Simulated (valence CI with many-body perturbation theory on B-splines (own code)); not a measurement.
# Lu66+: electric-dipole lines

Method: configuration interaction combined with many-body perturbation theory (CI+MBPT): three valence electrons over a frozen Dirac-Fock core [He], a basis of 11 s, 11 p, 9 d, 7 f, 5 g, 2 h, 1 i functions for each j, with the one-electron correlation potential Σ1, the two-electron term Σ2, the three-electron term Σ3, Breit, model QED; selected CI, second order for the rest (own B-spline code, finite nucleus).

No measured spectrum was set against this ion. As an estimate, large intervals hold to a few tenths of a per cent, small ones and those within an open d or f shell to about a per cent.

Lines 51 to 100 of 280 in falling wavelength, among levels below 96265 × 10³ cm⁻¹, chosen from the strongest by gf and those to the six lowest levels. Wavelengths and rates use the calculated energies. Electric multipoles are in the length gauge, E1 and E2 with the static RPA response of the core. Weak lines are less certain than strong ones. Lines between different terms over intervals too small for the method are left out, as are lines whose strength nearly cancels. The highest levels of a list are the least certain.

Levels are named by their leading jj configuration (3d3/2^4 stands for four electrons in 3d with j = 3/2), which in mixed levels can hold well under half, so a name can repeat and another be missing. Letters in brackets count levels of one name in rising energy.

```tsv
λ vac (nm)	Upper	Lower	A (s⁻¹)	S (a.u.) with core polarisation	S without
2.807	(2s 2p3/2 3p3/2) J=3/2 [b]	(2s 2p3/2 3s) J=3/2 [b]	4.29e+11	1.87e-02	1.87e-02
2.805	(2s^2 3p3/2) J=3/2	(2s^2 3s) J=1/2	9.69e+11	4.22e-02	4.22e-02
2.795	(2p1/2 2p3/2 3p3/2) J=5/2 [b]	(2p1/2 2p3/2 3s) J=3/2 [b]	4.36e+11	2.82e-02	2.82e-02
2.782	(2s 2p1/2 3p3/2) J=5/2	(2s 2p1/2 3s) J=3/2	8.90e+11	5.67e-02	5.67e-02
2.768	(2s 2p3/2 3p3/2) J=3/2 [b]	(2s 2p3/2 3s) J=1/2	5.80e+11	2.43e-02	2.43e-02
2.766	(2s 2p1/2 3p3/2) J=3/2 [b]	(2s 2p1/2 3s) J=3/2	4.69e+11	1.96e-02	1.96e-02
2.744	(2s 2p3/2 3p3/2) J=1/2 [b]	(2s 2p3/2 3s) J=1/2	8.24e+11	1.68e-02	1.68e-02
2.743	(2p1/2 2p3/2 3p3/2) J=5/2 [b]	(2p1/2 2p3/2 3s) J=5/2	4.67e+11	2.85e-02	2.85e-02
2.699	(2s 2p3/2 3p3/2) J=5/2 [a]	(2s 2p3/2 3s) J=5/2	5.96e+11	3.47e-02	3.47e-02
2.671	(2p1/2 2p3/2 3p3/2) J=1/2 [b]	(2p1/2 2p3/2 3s) J=3/2 [b]	9.11e+11	1.71e-02	1.71e-02
1.293	(2s^2 2p3/2) J=3/2	(2s 2p1/2^2) J=1/2	2.24e+10	9.56e-05	9.58e-05
0.8926	(2s 2p1/2 2p3/2) J=3/2 [a]	(2s^2 2p1/2) J=1/2	6.34e+10	8.90e-05	8.92e-05
0.8813	(2s 2p3/2^2) J=5/2	(2s^2 2p3/2) J=3/2	1.75e+12	3.55e-03	3.56e-03
0.8672	(2p1/2 2p3/2^2) J=3/2	(2s 2p1/2 2p3/2) J=1/2	4.50e+12	5.80e-03	5.80e-03
0.8550	(2p1/2 2p3/2^2) J=5/2	(2s 2p1/2 2p3/2) J=3/2 [b]	5.48e+12	1.01e-02	1.01e-02
0.8540	(2p1/2 2p3/2 3d3/2) J=5/2 [a]	(2s 2p1/2 3d3/2) J=5/2	2.87e+12	5.29e-03	5.30e-03
0.8518	(2p1/2 2p3/2 3d5/2) J=9/2	(2s 2p1/2 3d5/2) J=7/2	4.71e+12	1.44e-02	1.44e-02
0.8516	(2p1/2 2p3/2 3s) J=3/2 [b]	(2s 2p1/2 3s) J=1/2 [b]	4.35e+12	5.30e-03	5.31e-03
0.8513	(2p1/2 2p3/2 3p3/2) J=7/2	(2s 2p1/2 3p3/2) J=5/2	5.31e+12	1.29e-02	1.29e-02
0.8508	(2p3/2^3) J=3/2	(2s 2p3/2^2) J=3/2	1.17e+13	1.43e-02	1.43e-02
0.8474	(2p1/2 2p3/2 3d5/2) J=5/2 [b]	(2s 2p1/2 3d5/2) J=3/2	2.27e+12	4.09e-03	4.09e-03
0.8473	(2s 2p3/2 3d5/2) J=7/2 [b]	(2s^2 3d5/2) J=5/2	6.64e+12	1.60e-02	1.60e-02
0.8460	(2s 2p3/2 3d3/2) J=3/2 [b]	(2s^2 3d3/2) J=3/2	6.16e+12	7.37e-03	7.38e-03
0.8459	(2s 2p3/2 3p3/2) J=5/2 [b]	(2s^2 3p3/2) J=3/2	7.35e+12	1.32e-02	1.32e-02
0.8458	(2p1/2 2p3/2 3d3/2) J=5/2 [b]	(2s 2p1/2 3d3/2) J=3/2 [b]	4.71e+12	8.45e-03	8.46e-03
0.8457	(2p1/2 2p3/2 3d5/2) J=7/2 [a]	(2s 2p1/2 3d5/2) J=5/2 [a]	4.15e+12	9.91e-03	9.93e-03
0.8447	(2p1/2 2p3/2 3d3/2) J=7/2	(2s 2p1/2 3d3/2) J=5/2	4.72e+12	1.12e-02	1.13e-02
0.8442	(2p1/2 2p3/2 3p1/2) J=5/2	(2s 2p1/2 3p1/2) J=3/2	5.35e+12	9.53e-03	9.54e-03
0.8434	(2p1/2 2p3/2 3p1/2) J=3/2 [b]	(2s 2p1/2 3p1/2) J=1/2 [b]	5.45e+12	6.45e-03	6.46e-03
0.8431	(2p1/2 2p3/2 3d5/2) J=7/2 [b]	(2s 2p1/2 3d5/2) J=5/2 [b]	2.55e+12	6.04e-03	6.05e-03
0.8428	(2p1/2 2p3/2 3p3/2) J=5/2 [a]	(2s 2p1/2 3p3/2) J=3/2 [a]	2.54e+12	4.49e-03	4.50e-03
0.8404	(2s 2p3/2 3d3/2) J=5/2 [b]	(2s^2 3d3/2) J=3/2	6.59e+12	1.16e-02	1.16e-02
0.8397	(2p1/2 2p3/2 3s) J=5/2	(2s 2p1/2 3s) J=3/2	5.27e+12	9.24e-03	9.25e-03
0.8392	(2s 2p3/2 3p1/2) J=1/2	(2s^2 3p1/2) J=1/2	8.00e+12	4.67e-03	4.68e-03
0.8390	(2p1/2 2p3/2 3d5/2) J=3/2 [b]	(2s 2p1/2 3d5/2) J=5/2 [b]	3.99e+12	4.65e-03	4.66e-03
0.8390	(2s 2p3/2 3s) J=1/2	(2s^2 3s) J=1/2	7.95e+12	4.63e-03	4.64e-03
0.8385	(2s 2p3/2 3d5/2) J=5/2 [b]	(2s^2 3d5/2) J=5/2	5.23e+12	9.13e-03	9.14e-03
0.8384	(2s 2p3/2 3p1/2) J=3/2 [b]	(2s^2 3p1/2) J=1/2	7.59e+12	8.83e-03	8.85e-03
0.8375	(2p1/2 2p3/2 3p3/2) J=5/2 [b]	(2s 2p1/2 3p3/2) J=3/2 [b]	2.69e+12	4.68e-03	4.69e-03
0.8372	(2p1/2 2p3/2 3d3/2) J=3/2 [a]	(2s 2p1/2 3d3/2) J=3/2 [a]	4.51e+12	5.22e-03	5.23e-03
0.8366	(2p1/2 2p3/2 3d3/2) J=5/2 [a]	(2s 2p1/2 3d3/2) J=3/2 [a]	2.54e+12	4.40e-03	4.41e-03
0.8365	(2p1/2 2p3/2 3d5/2) J=7/2 [b]	(2s 2p1/2 3d5/2) J=7/2	2.77e+12	6.41e-03	6.42e-03
0.8361	(2p1/2 2p3/2 3p3/2) J=5/2 [b]	(2s 2p1/2 3p3/2) J=5/2	2.45e+12	4.24e-03	4.24e-03
0.8357	(2s 2p3/2 3p3/2) J=3/2 [b]	(2s^2 3p3/2) J=3/2	7.55e+12	8.70e-03	8.71e-03
0.8356	(2s 2p3/2 3d3/2) J=1/2 [b]	(2s^2 3d3/2) J=3/2	7.88e+12	4.54e-03	4.55e-03
0.8356	(2s 2p3/2 3d5/2) J=3/2 [b]	(2s^2 3d5/2) J=5/2	7.55e+12	8.69e-03	8.71e-03
0.8355	(2s 2p3/2 3s) J=3/2 [b]	(2s^2 3s) J=1/2	7.48e+12	8.61e-03	8.63e-03
0.8343	(2p1/2 2p3/2 3s) J=3/2 [a]	(2s 2p1/2 3s) J=1/2 [a]	4.51e+12	5.17e-03	5.18e-03
0.8335	(2s 2p3/2 3p3/2) J=1/2 [b]	(2s^2 3p3/2) J=3/2	7.39e+12	4.22e-03	4.23e-03
0.8280	(2s 2p1/2 2p3/2) J=1/2	(2s^2 2p1/2) J=1/2	8.59e+12	4.82e-03	4.82e-03
```
